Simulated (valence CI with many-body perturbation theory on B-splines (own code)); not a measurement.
# Missing levels of Ti⁷⁺

Level of theory: valence CI with perturbative core correlation (CI+MBPT): five valence electrons over a frozen Dirac-Fock core [Ne], a basis of 9 s, 9 p, 8 d, 6 f, 3 g, 1 h functions for each j, with the one-electron correlation potential Σ1, the two-electron term Σ2, the three-electron term Σ3, Breit, model QED; selected CI, second order for the rest, scaled by the run's own slope (own B-spline code, finite nucleus).

Set against measurement, 6 paired levels are off by 127 cm⁻¹ on average, the worst by 215. These come from a selection out of Corliss and Sugar, J. Phys. Chem. Ref. Data 8, 1 (1979). Levels without a partner in it may be off by more. Among the levels kept, up to 730 cm⁻¹ of a level comes from second order outside the variational space, and about a tenth of that is noise between levels of different J, which matters for small intervals.

| Level | E (cm⁻¹) |
| --- | --- |
| 3s2 3p3 4S°_3/2 | 0 |
| 3s2 3p3 2D°_3/2 | ? |
| 3s2 3p3 2D°_5/2 | 33484 |
| 3s2 3p3 2P°_1/2 | ? |
| 3s2 3p3 2P°_3/2 | ? |
| 3s 3p4 4P_5/2 | ? |
| 3s 3p4 4P_3/2 | 198050 |
| 3s 3p4 4P_1/2 | ? |
| 3s 3p4 2D_3/2 | 241090 |
| 3s 3p4 2D_5/2 | ? |
| 3s2 3p2 3d 2P_3/2 [a] | 278120 |
| 3s2 3p2 3d 2P_1/2 [a] | 281240 |
| 3s 3p4 2S_1/2 | 290630 |
| 3s2 3p2 3d 4F_3/2 | 307430 |
| 3s2 3p2 3d 4F_5/2 | 308800 |
| 3s2 3p2 3d 4F_7/2 | 310780 |
| 3s2 3p2 3d 4F_9/2 | 313370 |
| 3s2 3p2 3d 2F_5/2 [a] | 317940 |
| 3s2 3p2 3d 2F_7/2 [a] | 319430 |
| 3s2 3p2 3d 4D_1/2 | 319640 |

Names give the largest LS component (configuration and term), which can be under half, so a name can repeat, a term be missing and a line seem to break the LS rules; names also repeat where a configuration has a term twice. Letters in brackets count levels of one name in rising energy.

Q: The levels stand in rising order. What does the calculation give for the missing energies?

A: 3s2 3p3 2D°_3/2 32417; 3s2 3p3 2P°_1/2 54507; 3s2 3p3 2P°_3/2 55947; 3s 3p4 4P_5/2 194430; 3s 3p4 4P_1/2 199910; 3s 3p4 2D_5/2 241550.
